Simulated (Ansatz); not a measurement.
`FC[SiH2]I` + H₂ → `FC[SiH3]` + HI  (hydrogenolysis of the Si–I bond)

Calculated with Ansatz (gas phase, PBE0-D4/def2-TZVP geometries, no zero-point term in ΔE). CBS: MP2 limit from def2 TZ/QZ plus the TZ coupled-cluster correction, frozen cores. This one scheme is used for every species. Functionals use def2-TZVPP. B3LYP here is the variant with VWN-RPA as its local correlation; programs differ in this. Elements past krypton have def2 core potentials. For I outer-core shells are correlated without core-valence functions, which leaves a few kJ/mol of doubt a bond. One conformer a species, not always the lowest.

| level | ΔE (kJ/mol) | difference from CCSD(T)/CBS |
| --- | --- | --- |
| PBE-D4 | 68.7 | -0.9 |
| r2SCAN-D4 | 69.6 | 0.0 |
| PBE0-D4 | 68.1 | -1.5 |
| ωB97X-V | 62.0 | -7.6 |
| PBE | 62.5 | -7.1 |
| r2SCAN | 68.2 | -1.4 |
| PBE0 | 62.5 | -7.1 |
| B3LYP | 52.6 | -17.0 |
| MP2/def2-TZVPP | 73.5 | 3.9 |
| CCSD(T)/def2-TZVPP | 59.0 | -10.6 |
| HF/def2-QZVPP | 46.9 | -22.7 |
| MP2/def2-QZVPP | 79.6 | 10.0 |
| SCS-MP2/def2-QZVPP | 69.6 | 0.0 |
| HF/CBS(def2) | 46.9 | -22.7 |
| MP2/CBS(def2) | 84.1 | 14.5 |
| CCSD/CBS(def2) | 65.3 | -4.3 |
| CCSD(T)/CBS | 69.6 | 0 |

Largest T1 diagnostic among the species: 0.011.

The D4 term adds +10.4 kJ/mol with B3LYP and +5.6 kJ/mol with PBE0; it sums over pairs of atoms, weighted by their polarisabilities, and B3LYP, whose exchange is more repulsive, gets the larger term. In def2-TZVPP, CCSD(T) changes the Hartree–Fock value by +12.4 kJ/mol (the triples alone add +4.3 kJ/mol) and MP2 by +26.8 kJ/mol.
